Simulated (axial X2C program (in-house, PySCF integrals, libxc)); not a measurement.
**Ionising BrF**

Computed with an in-house relativistic program for diatomic molecules, spin-free (one-electron X2C) or two-component (2c: spin–orbit coupling with atomic mean-field Coulomb and Gaunt terms, which also bring small scalar terms), in Dyall basis sets with cores contracted in-house; open shells are unrestricted.

Basis sets: Br dyall-cv3z, F dyall-av3z.

| Hamiltonian | level | BrF state | Re (Å) | ωe (cm⁻¹) | De (eV) |
| --- | --- | --- | --- | --- | --- |
| spin-free | BP86 | M_S = 0, Λ = 0 | 1.789 | 645.4 | 3.11 |
| spin-free | PBE0 | M_S = 0, Λ = 0 | 1.753 | 701.0 | 2.66 |
| 2c | PBE0 | Ω = 0 | 1.756 | 696.1 | 2.57 |

Adiabatic ionisation energy (minimum to minimum, no zero-point term) and constants of BrF⁺:

| Hamiltonian | level | BrF⁺ state | IE (eV) | Re (Å) | ωe (cm⁻¹) | De (eV) | fragments |
| --- | --- | --- | --- | --- | --- | --- | --- |
| spin-free | BP86 | M_S = 1/2, Λ = 1 | 11.71 | 1.708 | 747.1 | 3.34 | Br+ + F |
| spin-free | PBE0 | M_S = 1/2, Λ = 1 | 11.75 | 1.671 | 816.1 | 2.70 | Br+ + F |
| 2c | PBE0 | Ω = 3/2 | 11.59 | 1.673 | 811.6 | 2.74 | Br+ + F |

Question: Add the zero-point terms to the ionisation energy at PBE0, 2c, and say whether the electron removed was bonding.

Answer: IE0 = IE + (ωe⁺ − ωe)/2 = 11.59 + (0.007) = 11.60 eV. Re changes by -0.083 Å, so the bond shortens, as on loss of an antibonding or a polarising non-bonding electron.

Question: Close the cycle De(BrF⁺) + IE(BrF) = De(BrF) + IE(Br) to find the atomic ionisation energy at PBE0, 2c.

Answer: IE(Br) = 2.74 + 11.59 − 2.57 = 11.76 eV, for the determinants used.

Each entry is the lowest single determinant of a limited PBE0 search at one distance. De goes to single-determinant-based atoms at the same level (for ions the charge split of lowest energy) and is withheld (n/a) where an atom does not fit its ground term or J level. Main or longest-lived isotopes. Some light 2c atoms are not at their ground J level, so De misses part of their lowering (0.04 eV or less). The functionals have no current term, which raises determinants with orbital currents.
